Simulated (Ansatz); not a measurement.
C₃H₄O₂Si, SMILES O=C1C=C[SiH2]O1.

Coordinates come from a PBE-D3(BJ)/def2-SVP optimisation. The structure was generated by enumeration, and PubChem lists no compound with its InChIKey, so it may never have been made.

Two levels are set side by side: PBE/def2-SVPD (Ansatz, a quantum-chemistry and plane-wave program) and CAM-B3LYP/def2-SVPD (Ansatz). Energy differences of separate SCF runs at the same geometry; the states with an electron removed or added have multiplicity 2 and 2. Differences are taken from unrounded values.

```
quantity                           CAM-B3LYP    PBE  PBE minus CAM-B3LYP
---------------------------------  ---------  -----  -------------------
vertical ionisation energy (eV)        10.59  10.19                -0.40
vertical singlet–triplet gap (eV)       3.81   3.75                -0.05
```
